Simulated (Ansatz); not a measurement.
Reaction (hydrogenolysis of the Si–Cl bond): `OC(Cl)[SiH2]Cl` + H₂ → `OC([SiH3])Cl` + HCl

Gas-phase electronic energies from Ansatz, PBE0-D4/def2-TZVP geometries. CBS: MP2 limit from def2 TZ/QZ plus the TZ coupled-cluster correction, frozen cores. This one scheme is used for every species. DFT in def2-TZVPP. One conformer a species, not always the lowest.

| species | r2SCAN-D4 energy (Eh) |
| --- | --- |
| `OC(Cl)[SiH2]Cl` | -1325.61643 |
| H₂ | -1.17130 |
| `OC([SiH3])Cl` | -865.96955 |
| HCl | -460.78592 |

(1) Work out ΔE.

Largest T1 diagnostic among the species: 0.011.

## Answers

(1) ΔE = (-865.96955) + (-460.78592) − (-1325.61643) − (-1.17130) = 0.03226 Eh = +20.2 kcal/mol. CCSD(T)/CBS gives +18.7 kcal/mol.

The D4 term adds +2.4 kcal/mol with B3LYP and +1.3 kcal/mol with PBE0; it sums over pairs of atoms, weighted by their polarisabilities, and B3LYP, whose exchange is more repulsive, gets the larger term. In def2-TZVPP, CCSD(T) changes the Hartree–Fock value by +3.4 kcal/mol (the triples alone add +1.1 kcal/mol) and MP2 by +5.9 kcal/mol.

B3LYP here is the variant with VWN-RPA as its local correlation; programs differ in this.
